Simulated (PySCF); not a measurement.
## Er³⁷⁺: fine-structure interval

Er³⁷⁺ [Ar] 3d10 4s2 4p1 [4p1/2^1, M_J = 1/2] → Er³⁷⁺ [Ar] 3d10 4s2 4p1 [4p3/2^1, M_J = 3/2], as a difference of total energies. Calculation: PySCF 2.14, in an even-tempered Gaussian basis (17 s from 4.1 bohr⁻², ratio 2.8; 13 p from 5.4 bohr⁻², ratio 2.8; 8 d from 9.5 bohr⁻², ratio 2.8; 4 f from 23 bohr⁻², ratio 3); the two-component X2C-1e Hamiltonian. Correlated levels: [Ne] frozen; the 74 highest virtual spinors dropped. "Screened" scales the spin-orbit matrix elements by Boettger's factors to mimic the two-electron term; Breit and QED terms are absent.

```
                    method  fine-structure interval (cm⁻¹)
 GHF (screened spin-orbit)                          505240
GMP2 (screened spin-orbit)                          502980
     GHF (bare spin-orbit)                          521890
```
